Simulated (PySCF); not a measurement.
## Excitation energy of F by level of theory

F [He] 2s2 2p5 (2P) → F [He] 2s1 2p6 (2S), as a difference of total energies. Computed with PySCF 2.14 in x2c-TZVPPall, with the spin-free X2C one-electron Hamiltonian (Gaussian nucleus). Correlated levels: valence: 1s2 frozen; valence and next inner shell: nothing frozen. The calculations carry no spin-orbit coupling.

| method | excitation energy (cm⁻¹) |
| --- | --- |
| UHF | 193240 |
| LDA | 147770 |
| PBE | 153070 |
| PBE0 | 163250 |
| r2SCAN | 166980 |
| BHandHLYP | 172150 |
| B97-3 | 163630 |
| wB97M-V | 164750 |
| HSE06 | 162870 |
| ROHF | 193840 |
| MP2 (valence) | 177720 |
| SCS-MP2 (valence) | 176850 |
| MP2 (valence and next inner shell) | 177360 |
| SCS-MP2 (valence and next inner shell) | 176610 |

A first-order spin-orbit estimate (lowest level to lowest level, LS coupling) adds 0.017 eV.

The upper state lies above the first ionisation limit, where it may autoionise and the basis confines it.
